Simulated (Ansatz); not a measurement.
Molecule: sum formula SiBrF2, charge 0, multiplicity 2. It need not be the lowest isomer of its formula. SMILES: F[Si](F)Br
Geometry from a B3LYP-D3(BJ)/def2-TZVP (Ansatz, a quantum-chemistry and plane-wave program) optimisation:
```xyz
4

Si    -1.0205     0.2091    -0.0849
F     -1.6132    -0.3858     1.2686
F     -1.4826    -0.7715    -1.2519
Br     1.2042     0.2139     0.0297
```
Charge 0, spin multiplicity 2.

Computed values are from Ansatz. Correlated levels leave the core frozen unless marked. Open shells are spin-unrestricted. No spin-orbit coupling. Frozen are the shells of the preceding noble gas and the d and f shells that filled before the atom's block. No relativistic terms. Basis-set limits of correlation are two-point, X^-3; Hartree-Fock from the larger set.

* **atomisation energy De**: 1457.6 kJ/mol at CCSD(T)/CBS(def2-TZVPP,def2-QZVPP)
* **total energy**: -3061.4639 Eh at CCSD(T)/CBS(def2-TZVPP,def2-QZVPP)
* **dipole moment**: 1.11 D at CCSD(T)/def2-SVPD
* **T1 diagnostic**: 0.014 at CCSD/def2-QZVPP
